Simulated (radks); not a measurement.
Species: Ni II. Configuration: [Ar] 3d7 4s2 (not the ground configuration). Method: non-relativistic Kohn-Sham, LDA (Slater exchange, Perdew-Wang correlation), spin-polarised, spherical densities, point nucleus; open shells are filled with parallel spins first; computed with a radial shooting solver on a logarithmic mesh with Libxc functionals.

Local quantities along the radius. ELF = 1/(1 + alpha^2) is the electron localisation function; alpha = (tau - tau_W)/tau_unif compares the Pauli kinetic energy density with that of the uniform gas (summed over spins); r v_xc is r times the local exchange-correlation potential of spin up (hartree bohr); -r V(r) is the screened charge that the Kohn-Sham potential of spin up presents (atomic units); 4 pi r^2 rho is in e/bohr.

| r (bohr) | ELF | alpha | r v_xc | -r V(r) | 4 pi r^2 rho |
|---|---|---|---|---|---|
| 0.001786 | 1.000 | 0.01500 | -0.04217 | 27.81 | 0.5406 |
| 0.002326 | 1.000 | 0.01562 | -0.05437 | 27.76 | 0.8893 |
| 0.003053 | 1.000 | 0.01650 | -0.07040 | 27.68 | 1.471 |
| 0.003976 | 1.000 | 0.01769 | -0.09012 | 27.58 | 2.369 |
| 0.005219 | 1.000 | 0.01943 | -0.1156 | 27.45 | 3.807 |
| 0.006795 | 1.000 | 0.02189 | -0.1462 | 27.29 | 5.910 |
| 0.008849 | 0.999 | 0.02558 | -0.1833 | 27.07 | 8.936 |
| 0.01161 | 0.999 | 0.03158 | -0.2286 | 26.78 | 13.20 |
| 0.01512 | 0.998 | 0.04128 | -0.2790 | 26.42 | 18.41 |
| 0.01985 | 0.997 | 0.05923 | -0.3359 | 25.94 | 24.42 |
| 0.02585 | 0.991 | 0.09339 | -0.3923 | 25.36 | 29.80 |
| 0.03366 | 0.973 | 0.1669 | -0.4447 | 24.65 | 33.20 |
| 0.04418 | 0.892 | 0.3487 | -0.4879 | 23.75 | 33.23 |
| 0.05753 | 0.630 | 0.7663 | -0.5174 | 22.71 | 30.20 |
| 0.07551 | 0.326 | 1.439 | -0.5473 | 21.44 | 27.00 |
| 0.09832 | 0.314 | 1.477 | -0.6059 | 20.01 | 27.90 |
| 0.128 | 0.566 | 0.8757 | -0.7047 | 18.40 | 33.47 |
| 0.168 | 0.785 | 0.5236 | -0.8091 | 16.56 | 38.15 |
| 0.2188 | 0.796 | 0.5069 | -0.8600 | 14.66 | 34.37 |
| 0.2872 | 0.486 | 1.028 | -0.8429 | 12.62 | 23.33 |
| 0.374 | 0.193 | 2.047 | -0.8413 | 10.60 | 16.28 |
| 0.487 | 0.440 | 1.128 | -0.9596 | 8.598 | 17.82 |
| 0.6392 | 0.753 | 0.5731 | -1.098 | 6.615 | 20.17 |
| 0.8323 | 0.758 | 0.5652 | -1.124 | 4.961 | 16.06 |
| 1.093 | 0.544 | 0.9149 | -1.027 | 3.689 | 8.708 |
| 1.423 | 0.244 | 1.760 | -0.8850 | 2.838 | 3.940 |
| 1.852 | 0.209 | 1.948 | -0.7839 | 2.282 | 2.016 |
| 2.431 | 0.495 | 1.010 | -0.7201 | 1.925 | 1.157 |
| 3.166 | 0.792 | 0.5117 | -0.6251 | 1.686 | 0.5336 |
| 4.156 | 0.886 | 0.3594 | -0.4673 | 1.478 | 0.1424 |
| 5.411 | 0.865 | 0.3947 | -0.2878 | 1.289 | 0.01970 |
| 7.046 | 0.665 | 0.7103 | -0.1348 | 1.135 | 0.001143 |

On this mesh the ELF has minima near r = 0.086, 0.37, 1.6 bohr, which separate the shells, and maxima near 0.19 (0.81), 0.73 (0.78), 4.7 (0.89).

Self-consistent cycle (total energy in hartree, residual of the potential): 1: -1503.805020, 3e+00; 2: -1504.731552, 1e+00; 3: -1505.026591, 3e-01; 4: -1505.027946, 2e-01; 5: -1505.032830, 2e-01; 6: -1505.037929, 1e-02; 7: -1505.037948, 4e-03; 8: -1505.037951, 4e-04; 9: -1505.037951, 6e-05; 10: -1505.037951, 4e-05; 11: -1505.037951, 2e-05; 12: -1505.037951, 7e-07; 13: -1505.037951, 7e-09; 14: -1505.037951, 4e-09.
